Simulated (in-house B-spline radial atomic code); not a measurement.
Radial electron density of the chlorine ion Cl⁴⁺, [Ne] 3s2 6d1. Level of theory: Dirac-Hartree-Fock, average of configuration, Fermi nucleus of rms radius 3.3654 fm; calculated with an all-electron radial atomic-structure program (B-spline basis).

Columns: r (bohr), 4πr²n(r) (electrons per bohr), bar.

```
  0.0035   0.4634 #
 0.00435   0.6931 ##
 0.00541    1.031 ##
 0.00672    1.516 ###
 0.00836    2.212 #####
  0.0104    3.183 #######
  0.0129    4.485 ##########
  0.0161    6.247 ##############
    0.02    8.421 ###################
  0.0249    11.03 #########################
  0.0309    13.83 ###############################
  0.0384    16.56 #####################################
  0.0478    18.71 ##########################################
  0.0594     19.7 ############################################
  0.0739    19.14 ###########################################
  0.0919    17.18 ######################################
   0.114    14.71 #################################
   0.142    13.06 #############################
   0.177    13.49 ##############################
    0.22     15.9 ####################################
   0.273    18.54 #########################################
    0.34    19.07 ###########################################
   0.422     16.2 ####################################
   0.525    10.92 ########################
   0.653    5.891 #############
   0.812    3.089 #######
    1.01      2.3 #####
    1.26    2.009 ####
    1.56    1.356 ###
    1.94   0.5999 #
    2.41   0.1987 
       3  0.06763 
    3.73 0.002695 
    4.64  0.04711 
    5.77    0.076 
    7.17 3.056e-06 
    8.92   0.1198 
    11.1   0.1612 
    13.8  0.04457 
    17.1 0.003109 
    21.3 4.147e-05 
    26.5 8.422e-08 
      33 3.331e-11
```

On this grid the curve has 4 maxima, near 0.0594, 0.34, 5.77, 11.1 bohr.

The 6d5/2 radial function P(r) = rR(r), positive near the nucleus, with its small component Q(r) (sign convention: Q ≈ (P' + κP/r)/2c):

| r (bohr) | P | Q |
| --- | --- | --- |
| 0.0478 | 0.0006513 | -1.233e-05 |
| 0.0739 | 0.002106 | -3.819e-05 |
| 0.114 | 0.006367 | -0.0001091 |
| 0.177 | 0.01791 | -0.0002849 |
| 0.273 | 0.04411 | -0.0006364 |
| 0.422 | 0.09367 | -0.001197 |
| 0.653 | 0.1615 | -0.001877 |
| 1.01 | 0.1899 | -0.002331 |
| 1.56 | 0.05039 | -0.001702 |
| 2.41 | -0.2142 | 0.0004085 |
| 3.73 | -0.03771 | 0.001247 |
| 5.77 | 0.2757 | -0.0008613 |
| 8.92 | -0.3461 | -2.052e-05 |
| 13.8 | -0.2112 | 0.0004224 |
| 21.3 | -0.006442 | 1.64e-05 |
